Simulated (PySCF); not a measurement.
tert-butyl 2-methylpropanoate (C8H16O2), SMILES CC(C)C(=O)OC(C)(C)C.

The structure is a stationary point at B3LYP-D3(BJ)/def2-SVP. Other conformers were not sampled.

Level of theory: r2SCAN/def2-SVP run with PySCF.

Symmetry labels are those of the subgroup Cs that the program uses (full group Cs).

Q: List the valence orbital energies around the gap with their symmetry. (An estimate is asked for; the answer gives what the named calculation found.)

A: 
```
orbital  symmetry  energy (eV)
-------  --------  -----------
HOMO−7         A"        -9.13
HOMO−6         A"        -8.74
HOMO−5         A'        -8.73
HOMO−4         A"        -8.47
HOMO−3         A'        -8.35
HOMO−2         A'        -8.03
HOMO−1         A"        -7.24
HOMO           A'        -6.09
LUMO           A"        -0.32
LUMO+1         A'         1.31
LUMO+2         A'         1.97
LUMO+3         A'         2.10
```
